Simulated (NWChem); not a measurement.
# Atomisation of CdS

```
Cd
S 1 2.2558
```
Charge 0, spin multiplicity 1.

Program: NWChem. Structure: optimised with PBE/def2-SVP with def2 effective core potentials on Cd, a minimum by its harmonic frequencies.

Basis set: def2-TZVP. The atomisation energy is electronic alone: no zero-point, thermal, spin-orbit or counterpoise terms. No value is extrapolated to the basis-set limit. Free atoms are single determinants with multiplicities Cd 1, S 3. Correlated methods freeze the same cores in atoms and molecule, 9 orbitals in all.

Effective core potentials replace the inner electrons of Cd; spin-orbit coupling is left out. The structure started from a generated list of species. The stability of the SCF solutions was not checked. Open-shell Hartree-Fock references start from PBE0 orbitals.

Problem. For the atomisation energy, MP2 gives 26.3 kcal/mol and PBE gives 27.2 kcal/mol. What do CAM-B3LYP, PBE0, LDA (SVWN5) give?

Solution. CAM-B3LYP: 16.3 kcal/mol; PBE0: 22.3 kcal/mol; LDA (SVWN5): 40.6 kcal/mol.
